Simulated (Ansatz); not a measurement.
`[CH3][Zn][O][AlH][NH2]`. Charge 0, multiplicity 1.

```xyz
11

C    -1.882   -2.402    1.172
Zn   -0.838   -0.944    0.494
O     0.138    0.379   -0.131
Al    0.734    1.848   -0.665
N     2.398    1.980   -1.248
H    -1.408   -2.837    2.054
H    -1.987   -3.185    0.418
H    -2.881   -2.061    1.453
H    -0.149    3.161   -0.671
H     3.063    1.226   -1.297
H     2.811    2.836   -1.580
```

Question: List the harmonic frequencies (cm⁻¹, unscaled) at PBE0-D4/def2-TZVP in Ansatz. (Best estimate.)

Answer: The calculation gave: 8i, 21, 42, 140, 156, 205, 371, 381, 399, 517, 586, 601, 715, 715, 740, 820, 1053, 1210, 1450, 1451, 1562, 1933, 3056, 3143, 3144, 3611, 3704.
